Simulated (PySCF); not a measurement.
Ge(Cl)(Me)(OH)2 (CH₅ClGeO₂), SMILES [Cl][Ge]([OH])([OH])[CH3]. Atoms are numbered in the order given.

```xyz
10

C      1.9898    -0.1708    -0.4765
Ge     0.0886     0.0794    -0.2621
O     -0.8867    -0.9051    -1.3750
O     -0.2712     1.7901    -0.5350
Cl    -0.5772    -0.4978     1.7409
H      2.2410    -0.1061    -1.5450
H      2.5232     0.6166     0.0738
H      2.2809    -1.1560    -0.0878
H     -1.5255    -1.4577    -0.9041
H     -1.2186     1.9701    -0.6064
```
Charge 0, spin multiplicity 1.

The structure is a stationary point at B3LYP-D3(BJ)/def2-SVP. This is a generated structure with no PubChem entry under its InChIKey; it may be hypothetical. One conformer was computed; it need not be the lowest.

Level of theory: PBE/def2-TZVP (PySCF).

ESP charges are fitted to the potential on shells at 1.4 to 2.0 van der Waals radii. Atomic charges (e):

| atom | Löwdin | Mulliken | ESP fit | IAO |
|---|---|---|---|---|
| C1 | -0.47 | -0.43 | -0.61 | -0.71 |
| Ge2 | 0.06 | 0.68 | 0.74 | ___ |
| O3 | -0.21 | -0.51 | -0.59 | -0.74 |
| O4 | -0.20 | -0.50 | -0.59 | -0.73 |
| Cl5 | 0.07 | -0.32 | -0.26 | -0.34 |
| H6 | 0.14 | 0.15 | 0.22 | ___ |
| H7 | 0.14 | 0.16 | 0.20 | ___ |
| H8 | 0.14 | 0.15 | 0.17 | ___ |
| H9 | 0.16 | 0.31 | 0.36 | ___ |
| H10 | 0.17 | 0.31 | 0.37 | ___ |

Problem. Complete the blanks. (The exact figures need the calculation; the answer reports its results.)

Solution. 
- Ge2, IAO: 1.25
- H6, IAO: 0.18
- H7, IAO: 0.18
- H8, IAO: 0.18
- H9, IAO: 0.37
- H10, IAO: 0.36
